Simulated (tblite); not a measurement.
Species: C₅H₁₅NSi.
Z-matrix (Å and degrees, GFN2-xTB geometry), rows numbered from 1:
```
C 
C   1  1.5276
N   2  1.4456  1  113.30
Si  3  1.7218  2  124.24  1   -81.15
C   4  1.9075  3  108.07  2   -53.46
C   5  1.5262  4  111.79  3   -56.12
C   5  1.5255  4  110.61  3  -179.13
H   1  1.0885  2  110.32  3   -59.45
H   1  1.0872  2  109.88  3    60.10
H   1  1.0872  2  110.44  3  -179.63
H   2  1.0909  1  109.42  3  -120.43
H   2  1.0966  1  109.40  3   121.44
H   3  1.0096  2  110.66  1    64.12
H   4  1.4643  3  103.73  2  -172.47
H   4  1.4770  3  116.35  2    67.42
H   5  1.0962  4  109.29  3    62.99
H   6  1.0873  5  110.92  4    55.89
H   6  1.0880  5  110.32  4   -63.90
H   6  1.0904  5  110.83  4   176.38
H   7  1.0882  5  110.41  4    61.29
H   7  1.0899  5  110.90  4  -178.79
H   7  1.0878  5  110.90  4   -58.47
```

Computed with GFN2-xTB (tblite): harmonic, unscaled wavenumbers at the GFN2-xTB geometry, gas phase. Errors from tens to a few hundred cm⁻¹ against measured bands are possible. Modes of hydrogen on silicon can be 10 to 20 % off. One conformer, not necessarily the lowest.

Harmonic wavenumbers (cm⁻¹): 42.6, 50.9, 99.1, 131.6, 203.1, 216.2, 230.3, 253.5, 300.0, 346.5, 385.7, 399.4, 523.8, 559.2, 603.1, 660.4, 719.3, 794.2, 807.4, 853.9, 945.9, 952.3, 979.2, 996.8, 1040.6, 1069.5, 1100.4, 1138.6, 1170.0, 1183.2, 1248.8, 1286.5, 1314.1, 1327.9, 1381.9, 1401.6, 1413.5, 1425.7, 1485.9, 1491.4, 1500.7, 1503.6, 1509.0, 1514.9, 1516.7, 2132.9, 2251.2, 2911.0, 2912.5, 2987.2, 2993.1, 2999.5, 3020.4, 3026.1, 3027.7, 3030.6, 3036.8, 3036.9, 3042.0, 3433.9.

A = 3539, B = 1091, C = 1029 MHz; mass 117.097 u (most abundant isotopes); point group C1, symmetry number 1.

Zero-point energy?

½Σν̃ = 41960 cm⁻¹ = 119.97 kcal/mol.

What is S at 500 K and 1 bar for an ideal gas of classical rigid rotors and harmonic oscillators?

Translation 42.78, rotation 30.32, vibration 54.47: S = 127.6 cal/(mol K).

And Cp and H(500 K) − H(0)?

Cp = 61.35 cal/(mol K), of which vibrations give 53.40 (their classical limit is 60 R = 119.2); H(500 K) − H(0) = 17.80 kcal/mol without the zero-point energy, 13.83 from vibrations.

Which modes carry the vibrational entropy at 500 K?

42.6 cm⁻¹: 6.16; 50.9 cm⁻¹: 5.81; 99.1 cm⁻¹: 4.49; 131.6 cm⁻¹: 3.93; 203.1 cm⁻¹: 3.08; 216.2 cm⁻¹: 2.96 cal/(mol K); the other 54 give 28.04 together.

Blend soft modes into free rotors: weight 1/[1 + (100 cm⁻¹/ν̃)⁴] for the oscillator and the rest for a rotor with moment μB/(μ + B), μ = h/(8π²ν), B = 10⁻⁴⁴ kg m². What vibrational entropy results?

50.11 cal/(mol K) in place of 54.47, which changes −T·S at 500 K by +2.18 kcal/mol.

How do the functions run with temperature in this model?

```tsv
T (K)	S (cal/(mol K))	Cp (cal/(mol K))	H − H(0) (kcal/mol)	G − H(0) (kcal/mol)	ln q(vib)
150	79.3	25.5	2.50	-9.39	3.52
250	94.7	35.8	5.56	-18.11	6.43
298.15	101.4	40.9	7.41	-22.83	7.81
400	115.0	51.8	12.13	-33.85	10.69
600	139.5	69.6	24.36	-59.35	16.26
900	171.4	87.7	48.15	-106.12	24.20
```

q(vib) and H(0) count from the zero-point level.

Hindered rotation and anharmonicity are outside this model. Other conformers, if any are populated, would add a mixing term that is left out. The structure is chiral; the term R ln 2 for an equal mix with its mirror image is left out.

Hardware: one thread, Arm Neoverse N1 (aarch64), shared host with 64 logical CPUs at a one-minute load of 57. Cost: 1.4 s wall. The figure is for the frequency step alone.
